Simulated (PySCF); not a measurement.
C4H4F2, SMILES CC#CC(F)F.

Geometry optimised at r2SCAN-D4/def2-SVP.

Two levels are set side by side: TDDFT-PBE/def2-SVPD (PySCF) and TDDFT-ωB97X/def2-SVPD (PySCF). Vertical, same geometry. The lowest singlet is HOMO→LUMO 87 %, HOMO−1→LUMO+1 13 % with PBE and HOMO→LUMO+1 80 % with the other functional; states are paired by order. Differences are taken from unrounded values.

```csv
quantity,TDDFT-PBE
lowest singlet excitation (eV),6.11
lowest triplet excitation (TDA) (eV),5.07
first bright state (f over 0.05) (eV),7.53
its oscillator strength,0.18
```

### Question
These are the TDDFT-PBE values. What does TDDFT-ωB97X give? (An estimate is asked for; the answer gives what the named calculation found.)

### Answer

| quantity | TDDFT-ωB97X | TDDFT-PBE minus TDDFT-ωB97X |
|---|---|---|
| lowest singlet excitation (eV) | 6.25 | -0.13 |
| lowest triplet excitation (TDA) (eV) | 5.21 | -0.14 |
| first bright state (f over 0.05) (eV) | 9.27 | -1.74 |
| its oscillator strength | 0.68 | -0.51 |

Rough cost on one machine, each run with all the roots and properties that it gave: TDDFT-ωB97X against TDDFT-PBE about 7 times.
